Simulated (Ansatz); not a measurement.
Input file for Ansatz (an electronic-structure program): R-wB97X-V/def2-TZVPPD on HI (SMILES I) with ghost functions, monomers drawn apart or pushed together. Elements past Kr take the def2 small-core potentials; no spin–orbit coupling. Files ending in .json are basis or fitting sets from the Basis Set Exchange.

Ansatz 0.2 input:
```yaml
crystal:
  periodic: [false, false, false]
  atoms:
    - {symbol: I, position_ang: [1.00446790, -0.27774299, 5.07009630]}
    - {symbol: H, position_ang: [0.72675462, -0.25355647, 3.46059549]}
basis:
  gaussian:
    orbitals: def2-TZVPPD.json
    ghost_atoms:
      - {symbol: S, position_ang: [-0.09462111, 0.07228081, 0.10211770]}
      - {symbol: H, position_ang: [0.05622807, 1.40178412, 0.21974022]}
      - {symbol: H, position_ang: [-1.39045405, 0.12642748, 0.45124834]}
hamiltonian:
  xc: {name: wB97X-V}
scf: {lower_state_search: off}
```

It printed:

```
WARN ansatz: RAYON_NUM_THREADS=1 ignored (pool sized by the plan → 1); use --threads N
Functional definition: wB97X-V
these checks for a lower state are left out or cut short: stability, starts, cluster_reference, orbital_swaps, neighbouring_geometries, increment
integrals: 0.09 GiB planned
921 factors; their error is unknown
integrals: 0.12 GiB planned
246 factors; integrals over basis functions are off by at most 1.3e-4 eV
mean field: 0.69 GiB planned
mean field evaluation 1: about -8116.5835 eV, gradient 7.2e0 eV
mean field evaluation 2: about -8116.7710 eV, gradient 5.3e0 eV
mean field evaluation 4: about -8116.8221 eV, gradient 2.7e-1 eV
mean field evaluation 8: about -8116.9820 eV, gradient 4.9e-1 eV
mean field evaluation 16: about -8116.9822 eV, gradient 1.2e-5 eV
mean field -8116.98224087 eV, -298.2935954639 hartree, gradient 1.7e-6 eV, S^2 0.000000; 0 other end points of the search recorded, 0 dependent functions left out
reference -8116.98223932 eV, -298.2935954068 hartree; 13, 13 occupied and 148, 148 virtual orbitals, 921 factors
Total energy: -8116.98223932 eV, -298.2935954068 hartree
Checks for a lower state left out: stability, starts, cluster_reference, orbital_swaps, neighbouring_geometries, increment
```

The calculation finished and met its thresholds.

Cost: around 5 core-seconds (rough).
